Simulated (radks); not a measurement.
The numbers below are computed, except where a source is named.
Task: All-electron atom: Ta1.5+ in [Xe] 4f14 5d(up 1.5, down 1.5) 6s(up 0.25, down 0.25) (fractional occupations, a model configuration). Level of theory: scalar-relativistic Kohn-Sham, PBE, spin-polarised, spherical densities, point nucleus (a radial shooting solver on a logarithmic mesh with Libxc functionals). Some entries of the table are withheld. Estimate them.

orbital,occ.,eigenvalue (eV),<1/r> (bohr^-1)
1s,2,-67383.48,85.47
2s,2,-11586.37,19.97
2p,6,-10153.99,18.15
3s,2,(1),7.390
3p,6,(2),6.836
3d,10,-1740.279,(3)
4s,2,-551.8989,3.135
4p,6,-412.1951,(4)
4d,10,(5),2.532
5s,2,-84.2496,1.212
5p,6,-50.6635,1.013
4f,14,(6),2.002
6s,0.5,-14.9527,0.4240
5d,3,-14.2941,0.6366

Result: 
(1) 3s eigenvalue (eV): -2662.928
(2) 3p eigenvalue (eV): -2236.966
(3) 3d <1/r> (bohr^-1): 6.463
(4) 4p <1/r> (bohr^-1): 2.851
(5) 4d eigenvalue (eV): -233.4501
(6) 4f eigenvalue (eV): -35.9546
